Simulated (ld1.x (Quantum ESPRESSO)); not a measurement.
# What the settings do to the PAW potential of helium

Base potential:

ld1.x (Quantum ESPRESSO) 7.5 input, shortened:

```
&input
   title='He', zed=2., rel=1, dft='PW91', iswitch=3,
   config='1s0.5'
 /
 &inputp
   pseudotype=3, lpaw=.true., tm=.true., lloc=-1, rcloc=0.25,
   nlcc=.false.,
   which_augfun='BESSEL', rmatch_augfun=0.25
 /
2
1S  1  0   0.50   0.00  0.30  0.35  0.0
1S  1  0   0.00  -0.60  0.30  0.35  0.0
 &test
   configts(1)='1s0.5'
 /
```

Cutoffs, loose and tight: the cutoffs (Ry, on a coarse ladder) from which the occupation-weighted sum of valence levels, in a spherical-Bessel basis at the reference potential, stays within 10 and 1 mRy of its value at 400 Ry. They do not see the model core or the augmentation charge, which bear on the density cutoff. Test errors are all-electron minus pseudo excitation energies from the reference, over the configurations 1s2; 1s1; 1s1.5. A dash means not determined; rows that change the core or the reference have their own tests.

| change | outcome | cutoff, loose | cutoff, tight | bound ghosts | largest test error (meV) |
| --- | --- | --- | --- | --- | --- |
| base | generated | 160 Ry | 300 Ry | none | +6.4 |
| local potential all-electron potential smoothed inside 0.40 bohr (lloc = -1) | generated | 160 Ry | 300 Ry | none | +6.4 |
| reference 1s2 | generated | 200 Ry | over 300 Ry | none | -0.1 |
| wave 1s channel at -0.6 Ry: rcut 0.30, rcutus 0.35 bohr becomes 1s channel at 1.88 Ry: rcut 0.30, rcutus 0.35 bohr | generated | 160 Ry | 300 Ry | none | +6.2 |
| augmentation PSQ, radius 0.25 bohr | generated | 160 Ry | 300 Ry | none | +7.3 |

Question: What comes out with this change to the base: waves 1s (bound): rcut 0.30, rcutus 0.48 bohr; 1s channel at -0.6 Ry: rcut 0.30, rcutus 0.48 bohr?

Answer: outcome: generated; cutoff, loose: 110 Ry; cutoff, tight: 180 Ry; bound ghosts: none; largest test error (meV): +5.8.

Question: What comes out with this change to the base: type TM; waves now 1s (bound): rc 0.35 bohr; local potential all-electron potential smoothed inside 0.35 bohr (lloc = -2)?

Answer: outcome: generated; cutoff, loose: 180 Ry; cutoff, tight: over 300 Ry; bound ghosts: none; largest test error (meV): +10.

Question: What comes out with this change to the base: waves 1s (bound): rcut 0.30, rcutus 0.36 bohr; 1s channel at -0.6 Ry: rcut 0.30, rcutus 0.36 bohr; local potential all-electron potential smoothed inside 0.26 bohr (lloc = -1); augmentation BESSEL, radius 0.26 bohr?

Answer: outcome: generated; cutoff, loose: 160 Ry; cutoff, tight: 260 Ry; bound ghosts: none; largest test error (meV): +6.4.
